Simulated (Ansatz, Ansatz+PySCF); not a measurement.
```xyz
3

H     0.0000    0.3260   -1.1781
Si    0.0000   -0.7044   -0.0239
F     0.0000    0.3784    1.2020
```

Basis set: def2-SVP (spherical functions). Frozen core: 6 orbitals. Charge 0, multiplicity 1.

Computed with Ansatz (development build ahead of 0.2.0); each method stands on the lowest determinant of its kind that the runs found. Restricted open shells among the atoms or ions are ROHF, correlated in semicanonical orbitals with singles.

**Question.** Give the atomization energy at this shape (free ground-state atoms in the same class of orbitals less the molecule, no zero-point energy) of singlet SiHF by RHF-CCSD(T), RHF-MP2, UHF-MP2, RHF, UHF.

**Answer.**

```
     method  atomization energy
RHF-CCSD(T)             8.61 eV
    RHF-MP2             8.76 eV
    UHF-MP2             8.64 eV
        RHF             6.60 eV
        UHF             6.44 eV
```

Caution for UHF-MP2, UHF: the unrestricted determinant is spin contaminated.
